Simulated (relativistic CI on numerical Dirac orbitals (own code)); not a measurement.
A reference radial Dirac CI calculation of Eu²⁺ gave the lowest total energy -10829.90492 Ha in 14 SCF steps, from this input:

```
atom Eu  Z=63  charge=2  electrons=61
nucleus A=153  rms_radius_fm=5.1115
hamiltonian dirac-coulomb  breit=on  qed=on  c_scale=1
orbitals kli  potential=per-configuration
slater_scale 1
correlation none
mixing on
grid step=0.0125 r_max=67.1
scf mixing=0.4 start=green max_iterations=150 tolerance=2e-08 node_fill=0.05
configurations
  [Xe] 4f7
end
```

One setting was then changed (and the iteration limit cut to 93), and the output read:

```
SCF 1: [Xe] 4f7
 iter      energy (Ha)   residual   last orbital (Ha)
    1    -10826.236664   2.28e+00     -2.58978
    2    -10844.691074   6.10e-01     -1.73652
    3    -10845.634737   2.47e-01     -1.61940
    4    -10845.855274   1.30e-01     -1.63549
    5    -10845.885534   4.46e-02     -1.61809
    6    -10845.883883   5.98e-03     -1.61748
    7    -10845.882083   1.54e-03     -1.62193
    8    -10845.882331   2.93e-04     -1.62308
    9    -10845.882282   6.68e-05     -1.62310
   10    -10845.882271   2.16e-06     -1.62311
   11    -10845.882270   2.52e-06     -1.62311
   12    -10845.882270   6.32e-08     -1.62311
   13    -10845.882270   5.98e-08     -1.62311
   14    -10845.882270   6.97e-10     -1.62311
error: orbital 5p3/2 not found
end: not converged
```

**Question.** Which setting was changed?
A. end of the grid
B. start potential
C. charge
D. Breit term

**Answer.** A. The end of the grid at 10.06 bohr. This setting is bad on purpose; its numbers may not be properties of the ion.
